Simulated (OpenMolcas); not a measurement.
Ag5+ among 5 point charges of -2 e arranged as a trigonal bipyramid (D3h), 2.09 Å from the ion, with the axial distance 1.965 Å.

| Quantity | Value |
| --- | --- |
| Program | OpenMolcas |
| Method | CASSCF |
| Basis | ANO-RCC-VDZP [6s5p3d1f] |
| Scalar Hamiltonian | DKH2, point nucleus |
| Active space | 6 electrons in 5 orbitals (4d) |
| State averaging | 2S+1 = 5 even, 5 roots; 2S+1 = 3 even, 45 roots; 2S+1 = 1 even, 50 roots |
| Spin-orbit coupling | RASSI with atomic mean-field integrals over the reference wave functions |

Problem. What is the spin-free ground state (labels of D3, the rotations of D3h)?

Solution. 5E, 2-fold in its orbital part, 100 % from free-ion D terms; it has the highest spin that d6 allows.

Problem. Where is the first state of the same spin?

Solution. 5E at 2350 cm-1 above the ground state.

Problem. What are the lowest two levels with spin-orbit coupling?

Solution. A 2-fold level E with g = 0.00, 0.00, 11.95, then a 1-fold level A1 776.2 cm-1 above it. Their leading multiplicities are 5 (97 %) and 5 (97 %).

Problem. What is χT at 300 K, and how does it compare with the textbook value?

Solution. The lowest level has 2S+1 = 5, for which the spin-only value is χT = S(S+1) / 2 = 3.000 cm3 K/mol (g = 2). The computed 5.062 at 300 K differs by +2.062, through orbital momentum, spin-orbit coupling and any other state in reach.

An orbital doublet at a regular site is open to a Jahn-Teller distortion, which this geometry leaves out. Without dynamic correlation the repulsion within the d shell is too large (B by tens of per cent), so at a given field states of lower spin stand too high. Point charges give a weaker field than real ligands, and real ions of this kind are as a rule low spin; the high spin found here belongs to the model. This is an electrostatic model: the charges have no orbitals. No measured value stands beside these numbers.

With an even number of electrons the g values are those of a degenerate or nearly degenerate non-Kramers pair.
